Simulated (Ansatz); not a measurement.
C4H2F4 (`FC1=CC(F)(F)C1F`), one more setting.

```yaml
crystal:
  periodic: [false, false, false]
  atoms:
    - {symbol: F, position_ang: [-1.746566, -0.107660, 1.650298]}
    - {symbol: C, position_ang: [-0.855826, 0.026583, 0.703954]}
    - {symbol: C, position_ang: [-0.783164, 0.793127, -0.382509]}
    - {symbol: C, position_ang: [0.550274, 0.209605, -0.730557]}
    - {symbol: F, position_ang: [0.623685, -0.423298, -1.923278]}
    - {symbol: F, position_ang: [1.603128, 1.043690, -0.667115]}
    - {symbol: C, position_ang: [0.417801, -0.732403, 0.503974]}
    - {symbol: F, position_ang: [1.370015, -0.581269, 1.465279]}
    - {symbol: H, position_ang: [-1.422830, 1.513037, -0.870703]}
    - {symbol: H, position_ang: [0.326782, -1.792512, 0.253557]}
basis:
  gaussian: {orbitals: cc-pVTZ-DK}
total_charge: 1
magnetization: {spin_polarized: true, initial_magnetization: 1}
hamiltonian: {xc: {name: wB97}}
scf: {lower_state_search: off}
output: {forces: true}
```

```sh
$ ansatz run in.yaml --threads 8 --pin off --events-out ev --progress --plain --max-ram 18278MiB
```

Shortened log:

```
Functional definition: wB97
1364 factors; their error is unknown
380 factors; integrals over basis functions are off by at most 1.9e-5 eV
mean field evaluation 1: about -15044.0705 eV, gradient 4.5e1 eV
mean field evaluation 2: about -15043.5935 eV, gradient 5.0e1 eV
mean field evaluation 4: about -15049.7198 eV, gradient 1.8e0 eV
mean field evaluation 8: about -15049.7992 eV, gradient 2.8e-1 eV
mean field evaluation 16: about -15049.7477 eV, gradient 2.9e-2 eV
mean field evaluation 32: about -15049.7478 eV, gradient 7.3e-5 eV
mean field -15049.74775888 eV, -553.0680290534 hartree, gradient 7.7e-6 eV, S^2 0.753852; 0 other end points of the search recorded, 0 dependent functions left out
reference -15049.74775237 eV, -553.0680288141 hartree; 31, 30 occupied and 237, 238 virtual orbitals, 1364 factors
Total energy: -15049.74775237 eV, -553.0680288141 hartree
Relativity: scalar
Atom 0 at    -1.746566    -0.107660     1.650298 Å, force     1.386969     0.596022    -1.729187 eV/Å
Atom 1 at    -0.855826     0.026583     0.703954 Å, force    -1.858446    -3.254369     5.568141 eV/Å
Atom 2 at    -0.783164     0.793127    -0.382509 Å, force    -0.664257     2.953760    -3.579920 eV/Å
Atom 3 at     0.550274     0.209605    -0.730557 Å, force     2.564008    -0.730017    -1.409490 eV/Å
Atom 4 at     0.623685    -0.423298    -1.923278 Å, force    -0.658240     0.220744     0.693550 eV/Å
Atom 5 at     1.603128     1.043690    -0.667115 Å, force    -0.970677     0.052031     0.364157 eV/Å
Atom 6 at     0.417801    -0.732403     0.503974 Å, force     1.312701    -0.074962     0.610081 eV/Å
Atom 7 at     1.370015    -0.581269     1.465279 Å, force    -0.653786     0.050712    -0.331026 eV/Å
Atom 8 at    -1.422830     1.513037    -0.870703 Å, force    -0.129019     0.261918     0.018363 eV/Å
Atom 9 at     0.326782    -1.792512     0.253557 Å, force    -0.329253    -0.075840    -0.204669 eV/Å
Dipole moment:    -1.021078     0.130387    -0.010877 e Å
Checks for a lower state left out: stability, starts, cluster_reference, orbital_swaps, neighbouring_geometries, increment
```

Run time 7 s (8 threads of an Arm Neoverse V1 on a shared host); peak host memory 0.6 GiB.
